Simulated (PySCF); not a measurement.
# Broadened absorption spectrum of C7H7FO

Compound: C7H7FO.
Cartesian coordinates in Å at the GFN2-xTB level; atoms count from 1:
```
atom  x, y, z in Å
C1     2.6440   -0.5813    0.6772
C2     1.5546   -0.0393    0.1280
C3     1.4855    1.0505   -0.8467
C4     0.1973    1.2871   -1.1347
C5    -0.6522    0.3700   -0.3685
O6    -1.9906    0.4273   -0.4997
C7    -2.7413   -0.4884    0.2697
C8     0.1677   -0.4088    0.3737
F9    -0.1645   -1.4007    1.2365
H10    3.6311   -0.2331    0.4263
H11    2.5690   -1.3856    1.3897
H12    2.3496    1.5502   -1.2400
H13   -0.2114    2.0161   -1.8082
H14   -3.7860   -0.2969    0.0331
H15   -2.4885   -1.5206    0.0130
H16   -2.5721   -0.3373    1.3392
```

Computed with PySCF 2.14.0, density-fitted response routines, TDDFT PBE0/def2-SVPD, vertical, gas phase, core orbitals frozen in the response.

Computed states:

| state | E (eV) | f |
| --- | --- | --- |
| S1 | 3.05 | 0.013 |
| S2 | 5.15 | 0.375 |
| S3 | 5.48 | 0.0028 |
| S4 | 6.04 | 0.0001 |
| S5 | 6.28 | 0.018 |
| S6 | 6.40 | 0.0006 |

Each state is given a Gaussian of 0.25 eV full width at half maximum, with ε(max) = 2.175×10⁸ f / Δν̃ (Δν̃ the width in cm⁻¹). The width is an assumption, not a result. The curve ends short of the highest state used, and states not computed would add to its high-energy end.

**Question.** Give the broadened spectrum and its maxima.

**Answer.** 
```csv
E (eV),ε (L mol⁻¹ cm⁻¹)
2.67,2
2.73,15
2.79,71
2.84,201
2.90,521
2.96,981
3.02,1344
3.07,1368
3.13,1043
3.19,577
3.24,276
3.30,85
3.36,19
3.41,4
3.47,1
3.53,0
3.58,0
3.64,0
3.70,0
3.75,0
3.81,0
3.87,0
3.93,0
3.98,0
4.04,0
4.10,0
4.15,0
4.21,0
4.27,0
4.32,0
4.38,0
4.44,0
4.49,0
4.55,0
4.61,0
4.67,2
4.72,12
4.78,97
4.84,589
4.89,2075
4.95,7014
5.01,17226
5.06,28539
5.12,39029
5.18,38785
5.23,30242
5.29,16783
5.35,6866
5.40,2693
5.46,848
5.52,368
5.58,201
5.63,110
5.69,41
5.75,12
5.80,4
```

Maxima: 407 nm (3.05 eV), ε about 1400, made up of S1 (100%); 241 nm (5.15 eV), ε about 40000, made up of S2 (100%) (ε in L mol⁻¹ cm⁻¹; maxima over ε = 5, shares over 10%).

**Question.** Does any computed singlet lie in the visible range?

**Answer.** S1 lies in the visible range (380 to 750 nm), at 407 nm, f = 0.013; light of that wavelength is violet, and its complementary colour is yellow-green; a Tamm–Dancoff triplet lies at 598 nm, without intensity as long as spin–orbit coupling is left out.

**Question.** On this curve, what absorbance would a 10⁻⁴ mol/L sample give at 405 nm over a 1 cm path?

**Answer.** 405 nm is 3.061 eV, where ε is about 1400 L mol⁻¹ cm⁻¹, so A = ε c l ≈ 0.14 (Beer–Lambert, with the gas-phase spectrum and the assumed width).

**Question.** What would ε be at 5.15 eV, the highest of these maxima, with half the width (0.125 eV)?

**Answer.** About 81000 L mol⁻¹ cm⁻¹ against 40500, a factor of about 2.00; a lone state at its own centre would give exactly 2.

One conformer stands for the species.
